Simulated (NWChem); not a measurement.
System: Pb, triplet

The following NWChem deck was run.

```
start job
memory heap 200 mb stack 900 mb global 1100 mb
geometry units angstroms noautoz
  Pb     0.000000     0.000000     0.000000
end
basis spherical
  Pb library def2-svp
end
ecp
  Pb library def2-ecp
end
dft
  odft
  mult 3
  xc bhlyp
  iterations 150
  mulliken
end
task dft energy
```

NWChem printed, in part:

```
             Northwest Computational Chemistry Package (NWChem) 7.3.0
             --------------------------------------------------------

                             Geometry "geometry" -> ""
                             -------------------------

 Output coordinates in angstroms (scale by  1.889725989 to convert to a.u.)

  No.       Tag          Charge          X              Y              Z
 ---- ---------------- ---------- -------------- -------------- --------------
    1 Pb                  82.0000     0.00000000     0.00000000     0.00000000

 Effective nuclear repulsion energy (a.u.)       0.0000000000

                                 NWChem DFT Module
                                 -----------------

 Summary of "ao basis" -> "ao basis" (spherical)
 ------------------------------------------------------------------------------
       Tag                 Description            Shells   Functions and Types
 ---------------- ------------------------------  ------  ---------------------
 Pb                         def2-svp                10       26   4s4p2d

            General Information
            -------------------
          SCF calculation type: DFT
          Wavefunction type:  spin polarized.
          No. of atoms     :     1
          No. of electrons :    22
           Alpha electrons :    12
            Beta electrons :    10
          Charge           :     0
          Spin multiplicity:     3
          Use of symmetry is: off; symmetry adaption is: off
          Maximum number of iterations: 150
          AO basis - number of functions:    26
                     number of shells:    10
          Convergence on energy requested:  1.00D-06
          Convergence on density requested:  1.00D-05
          Convergence on gradient requested:  5.00D-04

              XC Information
              --------------
                        BHLYP Method XC Functional
                     Hartree-Fock (Exact) Exchange  0.500
                        Slater Exchange Functional  0.500 local
                    Becke 1988 Exchange Functional  0.500 non-local
              Lee-Yang-Parr Correlation Functional  1.000

             Grid Information
             ----------------
          Grid used for XC integration:  medium
          Radial quadrature: Mura-Knowles
          Angular quadrature: Lebedev.
          Tag              B.-S. Rad. Rad. Pts. Rad. Cut. Ang. Pts.
          ---              ---------- --------- --------- ---------
          Pb                  1.80      123           6.0       590
          Grid pruning is: on
          Number of quadrature shells:   123
          Spatial weights used:  Erf1

      Superposition of Atomic Density Guess
      -------------------------------------

 Sum of atomic energies:        -219.36009328

      Non-variational initial energy
      ------------------------------

 Total energy =    -191.639267
 1-e energy   =    -335.813233
 2-e energy   =     144.173966
 HOMO         =      -0.062967
 LUMO         =      -0.062967

     ---------------------------------------------
      Total Density - Mulliken Population Analysis
     ---------------------------------------------

    Atom       Charge   Shell Charges
 -----------   ------   -------------------------------------------------------
    1 Pb  22    22.00   2.99 -0.95  1.22  0.73  3.36  2.63  0.69  1.32  9.74  0.26

     --------------------------------------------
      Spin Density - Mulliken Population Analysis
     --------------------------------------------

    Atom       Charge   Shell Charges
 -----------   ------   -------------------------------------------------------
    1 Pb  22     2.00   0.00  0.00  0.00  0.00 -0.03  0.04  0.67  1.32  0.00  0.00

   convergence    iter        energy       DeltaE   RMS-Dens  Diis-err
 ---------------- ----- ----------------- --------- --------- ---------
 d= 0,ls=0.0,diis     1   -192.7060596138 -1.93D+02  1.30D-02  1.13D-02
                                                     9.53D-03  5.43D-03
 d= 0,ls=0.0,diis     2   -192.7171901596 -1.11D-02  1.96D-03  1.23D-03
                                                     1.91D-03  6.02D-04
 d= 0,ls=0.0,diis     3   -192.7177781508 -5.88D-04  7.69D-04  1.12D-04
                                                     2.34D-04  1.01D-04
 d= 0,ls=0.0,diis     4   -192.7178360649 -5.79D-05  1.05D-04  7.75D-07
                                                     1.03D-04  9.96D-07
 d= 0,ls=0.0,diis     5   -192.7178371560 -1.09D-06  1.13D-05  1.18D-08
                                                     3.23D-05  1.94D-08
 d= 0,ls=0.0,diis     6   -192.7178371778 -2.18D-08  9.59D-07  2.12D-11
                                                     1.37D-06  2.89D-11

         Total DFT energy =     -192.717837177804
      One electron energy =     -336.027425380580
           Coulomb energy =      159.228367542203
    Exchange-Corr. energy =      -15.918779339427
 Nuclear repulsion energy =        0.000000000000

 Numeric. integr. density =       22.000000250374

                    DFT Final Alpha Molecular Orbital Analysis
                    ------------------------------------------

 Vector   10  Occ=1.000000D+00  E=-5.439650D-01
              MO Center= -9.3D-16,  4.8D-16, -5.4D-16, r^2= 1.8D+00
   Bfn.  Coefficient  Atom+Function         Bfn.  Coefficient  Atom+Function
  ----- ------------  ---------------      ----- ------------  ---------------
     3      0.847171  1 Pb s                  1     -0.627500  1 Pb s
     4      0.392379  1 Pb s                  2     -0.074867  1 Pb s

[...]
```

Level: BHandHLYP/def2-SVP with def2 effective core potentials on Pb, spin-unrestricted. The open p shell is one determinant without spherical averaging. No stability test was run on the SCF state. def2 effective core potentials on Pb; no spin-orbit coupling.
